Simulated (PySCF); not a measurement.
## UHF on Au(58+) (gold, charge +58)

Configuration: [Ar] 3d3, high-spin 4F determinant. All numbers are calculated (PySCF 2.14, scalar relativity by spin-free X2C-1e, in an uncontracted even-tempered set (17 s from 15 bohr⁻², ratio 2.5; 13 p from 20 bohr⁻², ratio 2.5; 7 d from 20 bohr⁻², ratio 2.5; 4 f from 72 bohr⁻², ratio 2.7; 3 g from 110 bohr⁻², ratio 2.7)).

```
Total energy             : -15667.755718 hartree
One-electron energy      : -17451.6833 hartree
Hartree (Coulomb) energy : 2001.0956 hartree
Exchange energy          : -217.1681 hartree
⟨S²⟩                     : 3.7501
⟨L²⟩                     : 12.001
Sum of ⟨r⟩               : 2.398 bohr
Sum of ⟨r²⟩              : 0.4018 bohr²
```

```csv
shell,electrons,mean orbital energy (hartree),"rms radius, mean of both spins (bohr)"
1s α,1,-3134.64351,0.0190
1s β,1,-3134.62060,0.0190
2s α,1,-679.88370,0.0762
2s β,1,-678.76787,0.0762
2p α,3,-610.24815,0.0697
2p β,3,-609.09238,0.0697
3s α,1,-259.13835,0.186
3s β,1,-257.84414,0.186
3p α,3,-238.16614,0.186
3p β,3,-236.58132,0.186
3d α,3,-218.88867,0.166
```

Spin-orbit coupling is strong in this species (close to jj coupling), so the high-spin LS determinant is a model state, not a physical level.

Densities and radii are taken from the X2C orbitals without a picture-change correction, which distorts them close to the nucleus.

Spin-orbit constants ζ (cm⁻¹) from the X2C one-electron operator on these orbitals: bare nucleus, nucleus screened by l(l+1)(2l+1)/3 electrons, and screened by the Breit-Pauli mean field of the electrons.

```tsv
shell	bare	screened nucleus	mean field
2p	9254000	9020000	8941000
3p	2339000	2280000	2262000
3d	375600	328000	325600
```

To first order the Landé constant is A = 108500 cm⁻¹, so the lowest level has J = 3/2 and lies 80.7 eV below the centre of the term. This holds in LS coupling only, and this species is close to jj coupling.
